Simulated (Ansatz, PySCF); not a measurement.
F2O2W, charge -1, doublet, geometry from GFN2-xTB (such geometries of metal compounds can be far from the true shape) (the multiplicity is a formal guess) (core potentials on W) (in this run its highest filled SCF level lies above zero, so its values depend strongly on the basis, on diffuse functions most of all). Base run: BLYP/def2-SVP in PySCF.

Input for PySCF:
```python
from pyscf import gto, scf, dft

mol = gto.M(
    atom='''
W     0.124372   -0.026689    0.042043
O     1.374432   -0.372679   -1.059240
O     0.515292   -0.032840    1.698040
F    -1.069149    1.506489   -0.518813
F    -1.633223   -0.926582   -0.394692
''',
    basis='def2-svp',
    ecp={'W': 'def2-svp'},
    charge=-1,
    spin=1,
    verbose=4,
)

mf = dft.UKS(mol)
mf.xc = 'blyp'
mf.kernel()
```

The same geometry, method and basis name were run in Ansatz (a program for electronic structure) and PySCF, at each program's defaults and at the settings that a row names. The base is PySCF at its defaults. Differences at the defaults can come from grids, fitting, cores and function types together.

```csv
code and settings,ΔE vs base (µEh),basis functions,E (Eh),SCF cycles
"PySCF, defaults (exact integrals, its default grid, spherical functions)",0.0,88,-417.18568,14
"Ansatz, defaults (factorised integrals, its default grid, spherical functions)",25.1,88,-417.18566,-
"PySCF, density fitting with def2-universal-jkfit",-68.5,88,-417.18575,14
"PySCF, fine grid",35.0,88,-417.18565,13
"Ansatz, high accuracy",26.3,88,-417.18566,-
```

Open shells are given as the SCF converged; they aren't shown to be the lowest states, and a large step between rows can be another state.
